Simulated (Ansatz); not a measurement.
Consider the ligand exchange at the Al–O bond: `F[CH2][AlH][O][SiH3]` + CH₃OH → `C[O][AlH][CH2]F` + `O[SiH3]`.

Gas-phase electronic energies from Ansatz, PBE0-D4/def2-TZVP geometries. CCSD(T)/CBS is the MP2 limit (def2-TZVPP, def2-QZVPP) plus CCSD(T) − MP2 in def2-TZVPP, frozen cores. This one scheme is used for every species. Functionals use def2-TZVPP. One conformer a species, not always the lowest.

`F[CH2][AlH][O][SiH3]`:

```xyz
11

F     1.855   -0.568   -0.849
C     1.503   -1.435    0.191
Al   -0.230   -0.905    0.983
O    -1.013    0.440    0.346
Si   -1.204    1.710   -0.657
H     1.482   -2.454   -0.216
H     2.318   -1.424    0.926
H    -0.895   -1.693    2.179
H    -0.096    2.685   -0.478
H    -1.227    1.256   -2.073
H    -2.492    2.387   -0.351
```

CH₃OH:

Z-matrix (Å, degrees):
```
C
O 1 1.409
H 1 1.097 2 112.4
H 1 1.090 2 107.0 3 -118.5
H 1 1.097 2 112.4 3 123.0
H 2 0.959 1 108.5 3 -61.6
```

`C[O][AlH][CH2]F`:

```xyz
11

C     1.770   -0.802   -0.352
O     0.588   -0.628   -1.080
Al   -0.935    0.036   -0.845
C    -1.422    0.871    0.886
F    -0.362    0.816    1.801
H     2.599   -0.303   -0.864
H     2.012   -1.867   -0.284
H     1.697   -0.397    0.663
H    -1.955   -0.031   -2.048
H    -1.705    1.925    0.771
H    -2.287    0.381    1.352
```

`O[SiH3]`:

```xyz
6

O    -0.620   -1.073    0.327
Si    0.038    0.350   -0.180
H    -0.086   -1.638    0.886
H     0.392    1.232    0.966
H    -0.997    1.001   -1.015
H     1.272    0.129   -0.984
```

```tsv
level	ΔE (eV)
ωB97X-V	0.25
ωB97M-V	0.25
B2PLYP	0.25
SCS-MP2/def2-QZVPP	0.27
```

What does CCSD(T)/CBS give? (An estimate is asked.)

The calculation gave: +0.27 eV. The listed levels differ from it by -0.02, -0.02, -0.02, 0.00 eV.

Largest T1 diagnostic among the species: 0.012.

From PBE to PBE0 (25 % exact exchange), in def2-TZVPP and without D4, ΔE moves by +0.04 eV. In def2-TZVPP, CCSD(T) changes the Hartree–Fock value by −0.06 eV (the triples alone add −0.01 eV) and MP2 by −0.07 eV.
